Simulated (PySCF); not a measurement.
**Bi: electron affinity**

Bi⁻ [Xe] 4f14 5d10 6s2 6p4 (3P) → Bi [Xe] 4f14 5d10 6s2 6p3 (4S), as a difference of total energies. All numbers are calculated (PySCF 2.14, scalar relativity through the core potential, in aug-cc-pVTZ-PP with one added diffuse shell each of d, f type with ECP60MDF (6s5p5d3f, 67 functions)). Correlated levels: valence: 5s2 5p6 5d10 frozen. The calculations carry no spin-orbit coupling.

```csv
method,electron affinity (eV),difference from reference (eV)
UHF,-0.192,-1.134
LDA,1.123,+0.181
PBE,0.879,-0.063
PBE0,0.791,-0.151
r2SCAN,0.785,-0.157
B97-3,0.829,-0.113
MN15,1.000,+0.058
wB97M-V,0.805,-0.137
PW91,0.918,-0.024
MP2 (valence),0.495,-0.447
SCS-MP2 (valence),0.548,-0.394
```

Reference: 0.942 eV (measured; photodetachment measurements, as compiled on the Wikipedia data page of electron affinities).

Spin-orbit coupling is strong in these open shells (close to jj coupling). The scalar numbers leave it out and a first-order estimate fails, so it can dominate the gap to the real levels.

Errors of the correlated levels include the incompleteness of this basis and the frozen core.

A negative affinity means that the anion lies above the atom at that level of theory.

In the anion the highest occupied orbital energy is positive at LDA, PBE, PBE0, r2SCAN, B97-3, MN15, PW91, a self-interaction effect; the basis confines that electron, and the energy difference can still be sensible.
